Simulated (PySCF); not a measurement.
Si, triplet. Base run: PBE/pcseg-1 in PySCF.

The PySCF input:
```python
from pyscf import gto, scf, dft

mol = gto.Mole()
mol.atom = '''
    Si    0.000000    0.000000    0.000000
'''
mol.basis = 'pcseg-1'
mol.charge = 0
mol.spin = 2
mol.verbose = 5
mol.build()

mf = dft.UKS(mol)
mf.xc = 'pbe'
mf.kernel()
```

The base run was repeated with changes; each row names its change, and settings that it needs were set with it.

```json
[
 {"change": "base", "E (Eh)": "-289.20849", "HOMO (eV)": "-4.61", "<S^2>": "2.002"},
 {"change": "functional = lc_wpbe", "E (Eh)": "-289.25427", "HOMO (eV)": "-8.21", "<S^2>": "2.003"},
 {"change": "functional = blyp; dispersion = d4", "E (Eh)": "-289.36484", "HOMO (eV)": "-4.31", "<S^2>": "2.001"},
 {"change": "functional = b97-1", "E (Eh)": "-289.32417", "HOMO (eV)": "-5.28", "<S^2>": "2.003"},
 {"change": "functional = pbe0", "E (Eh)": "-289.23171", "HOMO (eV)": "-5.64", "<S^2>": "2.002"},
 {"change": "functional = bhandhlyp", "E (Eh)": "-289.35770", "HOMO (eV)": "-6.38", "<S^2>": "2.003"},
 {"change": "functional = blyp; dispersion = d3bjm", "E (Eh)": "-289.36484", "HOMO (eV)": "-4.31", "<S^2>": "2.001"},
 {"change": "functional = bp86", "E (Eh)": "-289.38222", "HOMO (eV)": "-4.66", "<S^2>": "2.002"},
 {"change": "functional = scan", "E (Eh)": "-289.36772", "HOMO (eV)": "-4.94", "<S^2>": "2.004"},
 {"change": "functional = revpbe", "E (Eh)": "-289.30006", "HOMO (eV)": "-4.60", "<S^2>": "2.002"},
 {"change": "functional = camb3lyp", "E (Eh)": "-289.36217", "HOMO (eV)": "-6.72", "<S^2>": "2.002"},
 {"change": "functional = hf", "E (Eh)": "-288.82123", "HOMO (eV)": "-8.17", "<S^2>": "2.006"},
 {"change": "functional = pw91,pw91", "E (Eh)": "-289.34002", "HOMO (eV)": "-4.63", "<S^2>": "2.002"}
]
```

Absolute energies of different levels of theory aren't comparable as measures of quality.

Open shells are given as the SCF converged; they aren't shown to be the lowest states, and a large step between rows can be another state.
